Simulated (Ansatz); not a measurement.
TiO₂⁺, relaxed as a doublet with UKS PBE-D4/def2-TZVP in Ansatz, starting from the PBE-D4/def2-TZVP geometry of the neutral singlet. Force threshold 0.02 eV/Å.

Start:

```xyz
3

Ti   -0.582   -0.099   -0.210
O    -0.206    0.398    1.318
O     0.789   -0.298   -1.107
```

Estimate the energy that the relaxation releases and the steps that it takes.

12.0 kJ/mol, in 6 steps; 8 s on 4 threads of Arm Neoverse V2 on a shared host. No frequencies were taken in this run, so the end may be a saddle point.

Does the start keep its bonding and symmetry?

By distances, no bond broke or formed. The bond that changes most is Ti1–O2, from 1.65 to 1.66 Å (atoms count from 1). Point group C2v at the start, C2v at the end, both within 0.05 Å.

Predict the relaxed structure.


```xyz
3

Ti   -0.698   -0.119   -0.252
O    -0.096    0.371    1.211
O     0.794   -0.252   -0.959
```
Bond lengths: 2 × O–Ti 1.66 Å.
